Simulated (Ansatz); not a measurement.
GeMe3(NHMe) (C4H13GeN) was relaxed with B3LYP-D4 (def2-SVP) in Ansatz in these states: charge +1 doublet, neutral singlet. The geometries follow in no particular order.

A:

```xyz
19

Ge   -0.179    0.243    0.318
C    -1.956   -0.086   -0.449
H    -2.196    0.684   -1.197
H    -2.723   -0.064    0.341
H    -2.001   -1.072   -0.938
C     0.266   -1.200    1.591
H    -0.477   -1.243    2.404
H     1.259   -1.035    2.037
H     0.273   -2.178    1.084
C    -0.096    1.988    1.212
H     0.902    2.161    1.645
H    -0.834    2.038    2.027
H    -0.310    2.796    0.496
N     1.019    0.336   -1.095
C     1.254   -0.808   -1.956
H     1.882    0.823   -0.864
H     1.842   -1.635   -1.500
H     0.292   -1.242   -2.276
H     1.782   -0.508   -2.879
```

B:

```xyz
19

Ge    0.455   -0.424    0.115
C    -0.925   -1.805    0.150
H    -1.418   -1.846    1.131
H    -0.431   -2.772   -0.036
H    -1.673   -1.644   -0.639
C     1.206   -0.074   -1.655
H     1.800   -0.957   -1.942
H     1.867    0.804   -1.638
H     0.413    0.068   -2.403
C     1.699   -0.391    1.607
H     2.330    0.510    1.579
H     2.359   -1.269    1.534
H     1.168   -0.443    2.569
N    -0.617    1.231    0.413
C    -1.736    1.677   -0.351
H    -0.364    1.864    1.183
H    -1.540    2.692   -0.754
H    -1.971    0.986   -1.171
H    -2.622    1.792    0.309
```

Q: Judge from the bond lengths which geometry belongs to which state (an estimate).

A: A is the neutral singlet (Ge1–N14 1.855 Å, N14–C15 1.451 Å, Ge1–C6 1.975 Å); B is the charge +1 doublet (Ge1–N14 1.994 Å, N14–C15 1.427 Å, Ge1–C6 1.955 Å).
